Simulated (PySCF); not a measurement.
# Correlation energy of Be²⁺ (beryllium, charge +2)

1s2, closed-shell 1S. Computed with PySCF 2.14 in aug-cc-pVDZ (4s3p2d, 23 functions), with the non-relativistic Hamiltonian (point nucleus). Frozen: nothing; 2 electrons correlated.

Total MP2 correlation energy: -0.33 mhartree.

Same-spin part 0.00 and opposite-spin part -0.33 mhartree; SCS-MP2 scales them by 1/3 and 6/5 to -0.39 mhartree.

With two correlated electrons CCSD is exact within the correlated space (frozen core and kept virtual orbitals).

| level | correlation energy (mhartree) |
| --- | --- |
| CCSD | -0.31 |

Diagnostics: T1 = 0.00017, D1 = 0.0002, largest double amplitude 0.003.

Is a single reference adequate?

Yes: T1 lies below 0.03 and no double amplitude reaches 0.07.
